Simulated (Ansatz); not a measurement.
Molecule: CH7Si2 (charge 0, doublet). It need not be the lowest isomer of its formula. 
Structure (B3LYP-D3(BJ)/def2-TZVP (Ansatz, a quantum-chemistry and plane-wave program) minimum search):
```
Si
H 1 1.4848
H 1 1.4848 2 107.96
C 1 1.8844 2 109.86 3 119.80
H 4 1.0910 1 110.82 2 60.65
H 4 1.0910 5 108.15 1 -121.66
H 4 1.0923 5 108.29 6 -117.14
Si 1 2.3348 2 107.70 3 -116.03
H 8 1.4871 1 114.40 2 174.81
H 8 1.4871 9 108.89 1 -129.39
```
Charge 0, spin multiplicity 2.

Basis-set convergence of Hartree-Fock and MP2 correlation energies (hartree) with Ansatz. Cores are frozen in the correlated levels unless marked. UHF or UKS for open shells. No spin-orbit coupling. Non-relativistic.

```tsv
basis	functions	E(HF)	E(corr, MP2)
def2-SVP	85	-619.56136	-0.33371
def2-TZVPP	213	-619.81076	-0.41459
def2-QZVPP	407	-619.83051	-0.44280
```

Extrapolating the two largest sets (X = 3 and 4) as X^-3: E(corr) = (64·(-0.44280) - 27·(-0.41459))/37 = -0.4634 Eh, an estimate of the basis-set limit. The largest set recovers 95.6 % of it, the smallest 72.0 %.
